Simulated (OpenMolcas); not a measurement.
An atom or ion with 72 electrons was computed by MS-CASPT2, IPEA 0.25 Eh, imaginary shift 0.1 Eh with spin-orbit coupling (OpenMolcas, ANO-RCC-VTZP, DKH2). The lowest levels that the run gave, each within 12 % of the measured value where one is at hand:

```tsv
J	Parity	E (eV)	g
0	even	0.0000	
1	even	0.382	1.500
2	even	0.746	1.483
3	even	1.048	1.469
4	even	1.282	1.436
0	even	1.931	
4	even	2.253	0.949
1	even	2.595	1.423
3	even	2.656	0.907
2	even	2.693	0.788
5	even	2.766	1.070
6	even	3.012	1.132
```

Task: Which ion is it, and what are the configurations and terms?

Result: Re IV (Z = 75, charge +3; active space 4 electrons in 5 orbitals (5d)). J, parity and g give the terms where levels are pure, and mixed ones are named by the computed weights; the size of the splittings, set against known spectra of the 72-electron sequence, gives the charge. In order, with the measured energies in eV (the list in Brasseur, Gamrath and Quinet, At. Data Nucl. Data Tables 157, 101636 (2024)): 5d4 5D0 [69 %], 5d4 5D1 (0.3824), 5d4 5D2 (0.7413), 5d4 5D3 (1.0353), 5d4 5D4 (1.2549), 5d4 3P0(1) [58 %], 5d4 3H4 [58 %] (2.1011), 5d4 3P1(1) (2.3978), 5d4 3G3 [59 %] (2.4570), 5d4 3F2(1) [72 %] (2.4611), 5d4 3H5 (2.5949), 5d4 3H6 (2.8387).

CASPT2 does not keep the components of a term degenerate, so their means are used; among the terms shown or strongly mixed into the levels shown the widest spread is 1000 cm-1 (5d4 1I). Terms from blocks run as CI alone lack orbitals of their own. The CASPT2 spread within a term exceeds the gap to the next term for 5d4 1I and 5d4 1G(1), so the order of their levels is uncertain. Measured partners are found by configuration, term and J. A level has none where our copy of the source lacks it or the pairing is in doubt (some pairs that miss far off the trend of their configuration count as doubtful), and it then counts in no deviation. Levels of configurations outside the active space are missing.

A share in square brackets marks a mixed level and gives the weight of the term that names it. A number in round brackets counts repeated terms of one configuration in the order of the reference energies.
